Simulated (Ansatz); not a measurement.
Basis sets compared for Ag8Te4⁺. The state is a doublet with charge 1. Geometry PBE-D4/def2-SVP. Ansatz on 2 threads of AMD EPYC 7R13 on a shared host and a share (18 GiB) of an NVIDIA H100 80GB HBM3; times are rough, and most runs start from earlier orbitals.

Cartesian coordinates in Å:
```
Ag 4.189 1.348 -0.216
Ag -1.141 1.454 -1.384
Ag 0.905 -1.257 1.373
Ag -2.844 -0.205 0.179
Ag -1.202 -2.509 -0.201
Ag 1.418 1.287 0.073
Ag -0.918 1.062 1.916
Ag 0.637 -0.875 -1.800
Te -2.041 -0.981 -2.415
Te -1.626 -1.552 2.398
Te -0.371 3.276 0.482
Te 2.994 -1.049 -0.405
```

In the def2 sets Ag, Te take a core potential; there is no spin–orbit coupling. Single mean-field runs in def2-TZVP are fitted with def2-universal-jkfit. At PBE-D4/def2-SVP, PBE-D4/def2-TZVP the gap within one spin of the charge 1 doublet nearly closes, so an electron or hole may be smeared out by delocalisation error. No other spin state of charge 1 was run. Another isomer (doublet) lies 0.09 eV lower at PBE0-D4/def2-TZVP; other spin states weren't run for this one.

```json
{"level": "PBE-D4/def2-SVP", "functions": "352", "energy (Eh)": "-2248.2018", "HOMO (eV)": "-8.62", "LUMO (eV)": "-8.60", "wall time": "27 s"}
{"level": "PBE0-D4/def2-SVP", "functions": "352", "energy (Eh)": "-2248.1140", "HOMO (eV)": "-9.21", "LUMO (eV)": "-8.29", "wall time": "16 s"}
```

(1) Estimate the rows for PBE-D4/def2-TZVP (with forces), PBE0-D4/def2-TZVP.

Answers

(1) 
```json
{"level": "PBE-D4/def2-TZVP (with forces)", "functions": "520", "energy (Eh)": "-2248.5547", "HOMO (eV)": "-8.58", "LUMO (eV)": "-8.55", "wall time": "27 s"}
{"level": "PBE0-D4/def2-TZVP", "functions": "520", "energy (Eh)": "-2248.4505", "HOMO (eV)": "-9.17", "LUMO (eV)": "-8.20", "wall time": "43 s"}
```
